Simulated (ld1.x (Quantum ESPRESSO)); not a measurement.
What one change does to a pseudopotential (Pt, TM semilocal)

ld1.x (Quantum ESPRESSO) 7.5 input, shortened:

```
&input
   title='Pt', zed=78., rel=1, dft='PBE', iswitch=3,
   config='[Xe] 4f14 5d9 6s1 6p0'
 /
 &inputp
   pseudotype=1, tm=.true., lloc=2,
   nlcc=.false.
 /
3
6S  1  0   1.00   0.00  1.90  1.90  0.0
5P  2  1   6.00   0.00  1.10  1.10  0.0
5D  3  2   9.00   0.00  1.80  1.80  0.0
 &test
   configts(1)='5p6 5d9 6s1 6p0'
 /
```

Change: functional LDA (PZ).

Cutoffs: the cutoffs (Ry, on a coarse ladder) from which the occupation-weighted sum of valence levels, in a spherical-Bessel basis at the reference potential, stays within 10 and 1 mRy of its value at 400 Ry; they do not see the model core or the augmentation charge, which bear on the density cutoff. Errors are all-electron minus pseudo energies relative to the spin-unpolarised reference configuration.

Task: How do hardness, ghosts and transferability respond?

Result: The potential gets neither clearly harder nor softer (140 Ry and 230 Ry → 140 Ry and 230 Ry); the number of tests with a reliable result goes from 7 to 9; of the 7 tests that both files solve, the error grows in 0 and shrinks in 3 by more than 15 % and 0.3 meV (median size 9.7 → 8.7 meV); neither file shows a bound ghost. A semilocal file is local in each channel, so a ghost entry of none says nothing of the separable form that plane-wave codes build from it.

```csv
quantity,base,changed
"cutoff, loose",140 Ry,140 Ry
"cutoff, tight",230 Ry,230 Ry
bound ghosts,none,none
"error for 5p6 5d9 6s0 6p0, meV [ΔE 9.19 → 9.54 eV]",-9.7,-8.7
"error for 5p6 5d8 6s0 6p0, meV [ΔE 29.16 → 29.80 eV]",+0.9,0.0
"error for 5p6 5d7 6s0 6p0, meV [ΔE 61.38 → 62.32 eV]",+16,+15
"error for 5p6 5d8 6s1 6p0, meV [ΔE 11.17 → 11.42 eV]",+6.5,+7.0
"error for 5p6 5d6 6s0 6p0, meV [ΔE 107.03 → 108.26 eV]",+28,+32
"error for 5p6 5d9.5 6s0.5 6p0, meV [ΔE -0.12 → -0.09 eV]",-4.6,-3.7
"error for 5p6 5d10 6s0 6p0, meV [ΔE -0.02 → 0.05 eV]",-13,-11
s: phases at 2.04 bohr within 0.05 rad from the reference energy up to (Ry; the scan ends near 5),0.4,0.4
p: phases at 2.04 bohr within 0.05 rad from the reference energy up to (Ry; the scan ends near 5),1.9,1.8
d: phases at 2.04 bohr within 0.05 rad from the reference energy up to (Ry; the scan ends near 5),4.7,4.7
```
